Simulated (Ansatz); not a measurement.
Gas-phase electronic energies from Ansatz, PBE0-D4/def2-TZVP geometries. CBS: MP2 limit from def2 TZ/QZ plus the TZ coupled-cluster correction, frozen cores. This one scheme is used for every species. DFT in def2-TZVPP. def2 core potentials past Kr. For In, Se outer-core shells are correlated without core-valence functions, which leaves a few kJ/mol of doubt a bond. Scalar relativity is left out up to krypton. One conformer a species, not always the lowest.

Consider the ligand exchange at the In–C bond: `N=[C]([SeH])[InH2]` + CH₃SH → `C[S][InH2]` + `N=C[SeH]`.

CCSD(T)/CBS gives -102.1 kJ/mol.

Q: Another level gave -106.8 kJ/mol. Which?
A. RPA@PBE/def2-TZVPP
B. BHLYP-D4/def2-TZVPP
C. CCSD(T)/def2-TZVPP
D. ωB97M-V/def2-TZVPP

A: B. BHLYP-D4 -106.8, ωB97M-V -102.4, RPA@PBE/def2-TZVPP -92.9, CCSD(T)/def2-TZVPP -98.4 kJ/mol.

Largest T1 diagnostic among the species: 0.014.

In def2-TZVPP, CCSD(T) changes the Hartree–Fock value by +14.2 kJ/mol (the triples alone add +1.9 kJ/mol) and MP2 by +13.0 kJ/mol. At CCSD(T), def2-SVP lies +3.1 kJ/mol from the extrapolated value and def2-TZVPP +3.7 kJ/mol. From PBE to PBE0 (25 % exact exchange), in def2-TZVPP and without D4, ΔE moves by −3.5 kJ/mol.

CCSD(T)/CBS has its own doubt, a few kJ/mol and more with outer-core shells, so smaller differences from it don't rank the levels.
